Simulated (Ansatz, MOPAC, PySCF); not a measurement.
Noncovalent pair: CH3F (SMILES CF) (first 5 atoms) with CH2F2 (SMILES FCF); geometry from B3LYP-D3(BJ)/def2-TZVP, rigid monomers moved along the line of their centres of mass till F2···C7 is 4.17 Å.
(charge 0, multiplicity 1):
```csv
atom,x (Å),y (Å),z (Å)
C,0.0867,-0.7124,-0.2289
F,0.3203,0.5107,0.4034
H,-0.0283,-1.4786,0.5363
H,-0.8229,-0.6250,-0.8232
H,0.9384,-0.9364,-0.8713
F,0.0293,-1.1625,4.2759
C,0.2843,0.1511,4.5582
F,0.3262,0.2921,5.9132
H,-0.5300,0.7562,4.1620
H,1.2561,0.4136,4.1425
```

Counterpoise-corrected where a basis set is named; no monomer relaxation. Rows marked so take none.

Frozen-core correlation. Rows in 6-31G*, STO-3G carry no dispersion term and start afresh at each structure (6-31G* with six Cartesian d functions). The state that PM6, PM7 reach isn't checked; PM7 holds dispersion and hydrogen-bond terms.

Run with Ansatz (Gaussian basis) for Hartree–Fock, density functionals and correlated methods; MOPAC for PM6, PM7 (differences of heats of formation); PySCF for 6-31G* rows, STO-3G rows, the dispersion terms. 

| level | interaction energy (kcal/mol) |
|---|---|
| PM6 | -0.65 |
| PM7 | -1.15 |
| HF/STO-3G (no counterpoise) | -0.35 |
| B3LYP/6-31G* (no counterpoise) | -0.83 |
| B3LYP-D4/def2-TZVPPD | -1.12 |
| PBE0-D3(BJ)/def2-TZVPPD | ? |
| M06-2X/6-31G* (no counterpoise) | ? |
| SCS-MP2/aug-cc-pVDZ | -1.08 |
| CCSD/aug-cc-pVDZ | -1.14 |

Complete the blanks.


- PBE0-D3(BJ)/def2-TZVPPD, interaction energy (kcal/mol): -1.19
- M06-2X/6-31G* (no counterpoise), interaction energy (kcal/mol): -1.04

Ansatz is a first-principles code.
